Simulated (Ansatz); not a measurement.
Consider the redistribution: `[O]=[W]([F])(=[S])[Cl]` + `[OH][MgH]` → `[O]=[W]([OH])(=[S])[Cl]` + `[F][MgH]`.

Gas-phase electronic energies from Ansatz, PBE0-D4/def2-TZVP geometries. CCSD(T)/CBS adds triple-zeta CCSD(T) − MP2 to the extrapolated MP2 energy (def2 sets, frozen cores). DFT in def2-TZVPP. B3LYP here is the variant with VWN-RPA as its local correlation; programs differ in this. HSE06 is defined as in plane-wave codes. def2 core potentials past Kr. For Mg, W outer-core shells are correlated without core-valence functions, which leaves a few kJ/mol of doubt a bond. Each species was taken in one conformer, which may not be the lowest.

```json
{"level": "LDA (SPW92)", "ΔE (kJ/mol)": "-45.7", "difference from CCSD(T)/CBS": "2.7"}
{"level": "PBE-D4", "ΔE (kJ/mol)": "-46.5", "difference from CCSD(T)/CBS": "1.9"}
{"level": "revPBE-D4", "ΔE (kJ/mol)": "-47.5", "difference from CCSD(T)/CBS": "0.9"}
{"level": "BLYP-D4", "ΔE (kJ/mol)": "-45.5", "difference from CCSD(T)/CBS": "2.9"}
{"level": "r2SCAN-D4", "ΔE (kJ/mol)": "-43.1", "difference from CCSD(T)/CBS": "5.3"}
{"level": "B97M-V", "ΔE (kJ/mol)": "-43.3", "difference from CCSD(T)/CBS": "5.1"}
{"level": "PBE0-D4", "ΔE (kJ/mol)": "-48.4", "difference from CCSD(T)/CBS": "0.0"}
{"level": "B3LYP-D4", "ΔE (kJ/mol)": "-46.7", "difference from CCSD(T)/CBS": "1.7"}
{"level": "r2SCANh-D4", "ΔE (kJ/mol)": "-44.3", "difference from CCSD(T)/CBS": "4.1"}
{"level": "r2SCAN0-D4", "ΔE (kJ/mol)": "-46.0", "difference from CCSD(T)/CBS": "2.4"}
{"level": "HSE06-D4", "ΔE (kJ/mol)": "-48.4", "difference from CCSD(T)/CBS": "0.0"}
{"level": "ωB97X-V", "ΔE (kJ/mol)": "-45.7", "difference from CCSD(T)/CBS": "2.7"}
{"level": "ωB97M-V", "ΔE (kJ/mol)": "-45.4", "difference from CCSD(T)/CBS": "3.0"}
{"level": "B2PLYP", "ΔE (kJ/mol)": "-45.6", "difference from CCSD(T)/CBS": "2.8"}
{"level": "PBE-QIDH", "ΔE (kJ/mol)": "-49.0", "difference from CCSD(T)/CBS": "-0.6"}
{"level": "PBE", "ΔE (kJ/mol)": "-44.9", "difference from CCSD(T)/CBS": "3.5"}
{"level": "revPBE", "ΔE (kJ/mol)": "-44.5", "difference from CCSD(T)/CBS": "3.9"}
{"level": "r2SCAN", "ΔE (kJ/mol)": "-42.7", "difference from CCSD(T)/CBS": "5.7"}
{"level": "PBE0", "ΔE (kJ/mol)": "-47.0", "difference from CCSD(T)/CBS": "1.4"}
{"level": "B3LYP", "ΔE (kJ/mol)": "-44.2", "difference from CCSD(T)/CBS": "4.2"}
{"level": "r2SCANh", "ΔE (kJ/mol)": "-43.9", "difference from CCSD(T)/CBS": "4.5"}
{"level": "r2SCAN0", "ΔE (kJ/mol)": "-45.5", "difference from CCSD(T)/CBS": "2.9"}
{"level": "HSE06", "ΔE (kJ/mol)": "-47.1", "difference from CCSD(T)/CBS": "1.3"}
{"level": "BHLYP", "ΔE (kJ/mol)": "-45.9", "difference from CCSD(T)/CBS": "2.5"}
{"level": "CAM-B3LYP", "ΔE (kJ/mol)": "-43.8", "difference from CCSD(T)/CBS": "4.6"}
{"level": "LC-ωPBE", "ΔE (kJ/mol)": "-45.0", "difference from CCSD(T)/CBS": "3.4"}
{"level": "RPA@PBE/def2-TZVPP", "ΔE (kJ/mol)": "-46.1", "difference from CCSD(T)/CBS": "2.3"}
{"level": "HF/def2-SVP", "ΔE (kJ/mol)": "-49.7", "difference from CCSD(T)/CBS": "-1.3"}
{"level": "MP2/def2-SVP", "ΔE (kJ/mol)": "-51.5", "difference from CCSD(T)/CBS": "-3.1"}
{"level": "CCSD/def2-SVP", "ΔE (kJ/mol)": "-50.8", "difference from CCSD(T)/CBS": "-2.4"}
{"level": "CCSD(T)/def2-SVP", "ΔE (kJ/mol)": "-50.5", "difference from CCSD(T)/CBS": "-2.1"}
{"level": "SCS-MP2/def2-TZVPP", "ΔE (kJ/mol)": "-47.2", "difference from CCSD(T)/CBS": "1.2"}
{"level": "CCSD/def2-TZVPP", "ΔE (kJ/mol)": "-48.2", "difference from CCSD(T)/CBS": "0.2"}
{"level": "CCSD(T)/def2-TZVPP", "ΔE (kJ/mol)": "-48.3", "difference from CCSD(T)/CBS": "0.1"}
{"level": "HF/def2-QZVPP", "ΔE (kJ/mol)": "-48.3", "difference from CCSD(T)/CBS": "0.1"}
{"level": "MP2/def2-QZVPP", "ΔE (kJ/mol)": "-49.9", "difference from CCSD(T)/CBS": "-1.5"}
{"level": "SCS-MP2/def2-QZVPP", "ΔE (kJ/mol)": "-47.8", "difference from CCSD(T)/CBS": "0.6"}
{"level": "HF/CBS(def2)", "ΔE (kJ/mol)": "-48.5", "difference from CCSD(T)/CBS": "-0.1"}
{"level": "MP2/CBS(def2)", "ΔE (kJ/mol)": "-49.5", "difference from CCSD(T)/CBS": "-1.1"}
{"level": "CCSD/CBS(def2)", "ΔE (kJ/mol)": "-48.2", "difference from CCSD(T)/CBS": "0.2"}
{"level": "CCSD(T)/CBS", "ΔE (kJ/mol)": "-48.4", "difference from CCSD(T)/CBS": "0"}
```

Largest T1 diagnostic among the species: 0.022, so the coupled-cluster value is less sure than usual.

Leaving LDA and LC-ωPBE aside and taking each functional with its dispersion term where it has one, the values spread over 5.9 kJ/mol, from PBE-QIDH to r2SCAN-D4. From BLYP to BHLYP (50 % exact exchange), in def2-TZVPP and without D4, ΔE moves by −3.5 kJ/mol.
